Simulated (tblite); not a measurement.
iodoethane (C$_{2}$H$_{5}$I), singlet, at a GFN2-xTB geometry; GFN1-xTB run with tblite 0.6.0.

tblite was given this input:
```
$ tblite run mol.xyz --method gfn1 --charge 0 --spin 0 --grad --json tblite.json --no-restart

# file mol.xyz
8

C     -2.41282299    -0.33439221    -0.19734937
C     -1.09297230    -1.03502268    -0.42130964
I      0.58937418     0.22523880     0.10213485
H     -2.53635536    -0.05580000     0.84720779
H     -3.22617604    -1.00502504    -0.47345954
H     -2.48722794     0.56497300    -0.80528000
H     -1.00085071    -1.92477394     0.19601841
H     -0.95144947    -1.30054098    -1.46567976
```

Task: Predict the main parts of the log of this tblite run.

Result: 
```
xTB calculator
 | screened Coulomb repulsion
 | Coulomb electrostatics
 |  * isotropic Klopman-Ohno-Mataga-Nishimoto electrostatics
 |  * onsite third-order electrostatics
 | DFT-D3(BJ) dispersion correction

halogen bonding energy    0.0000000000000E+00 Eh
repulsion energy          1.0454455769339E-01 Eh
dispersion energy        -2.2767404957863E-03 Eh
number of electrons       2.0000000000000E+01 e
integral cutoff           2.3808421393427E+01 bohr

------------------------------------------------------------
  cycle        total energy    energy error   density error
------------------------------------------------------------
      1     -10.86425592604  -1.0966524E+01   4.8034320E-01
      2     -10.86762849754  -3.3725715E-03   2.9677110E-01
      3     -10.86631212833   1.3163692E-03   3.0369886E-02
      4     -10.86798110080  -1.6689725E-03   1.5607538E-03
      5     -10.86798304799  -1.9471941E-06   1.5177534E-04
      6     -10.86798307655  -2.8557320E-08   3.8677212E-05
      7     -10.86798307756  -1.0102905E-09   4.6937235E-06
------------------------------------------------------------

electronic energy        -1.0970250894758E+01 Eh
total energy             -1.0867983077561E+01 Eh

Post processing:
 | Mayer-Wiberg bond orders

[Info] Tight-binding results written to 'tblite.txt'
[Info] JSON dump of results written to 'tblite.json'
```
